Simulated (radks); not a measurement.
Initial-state core-level shifts of neutral rhodium when its valence configuration changes from [Kr] 4d8 5s1. Method: Dirac Kohn-Sham, PBE, spin-unpolarised, spherical densities, finite nucleus; open shells are shared between the two j in proportion to 2j + 1; Fermi nuclear charge, rms radius 4.4945 fm; computed with a radial shooting solver on a logarithmic mesh with Libxc functionals. Shifts are changes of the shell-averaged eigenvalues in eV (positive: less bound); the change of the density at the nucleus, which sets a Mossbauer isomer shift, is in e/bohr^3, on a base of 1.21e+05.

4d7.5 5s1 5p0.5: 1s -2.678; 2s -2.760; 3d -2.750; 4s -2.645; density at nucleus +2.76
4d7.5 5s1.5: 1s -1.788; 2s -1.897; 3d -1.879; 4s -1.749; density at nucleus +9.82
4d7 5s1 5p1: 1s -5.381; 2s -5.566; 3d -5.535; 4s -5.270; density at nucleus +5.77
4d7 5s2: 1s -3.722; 2s -3.955; 3d -3.910; 4s -3.608; density at nucleus +21.14
4d9: 1s +3.074; 2s +3.246; 3d +3.235; 4s +3.081; density at nucleus -15.50
4d7 5p2: 1s -6.825; 2s -6.964; 3d -6.949; 4s -6.718; density at nucleus -11.97
4d8 5s0.5 5p0.5: 1s -0.915; 2s -0.884; 3d -0.893; 4s -0.925; density at nucleus -6.83
4d8 5p1: 1s -1.727; 2s -1.665; 3d -1.683; 4s -1.746; density at nucleus -14.35
4d8.5 5s0.5: 1s +1.627; 2s +1.720; 3d +1.711; 4s +1.618; density at nucleus -8.40
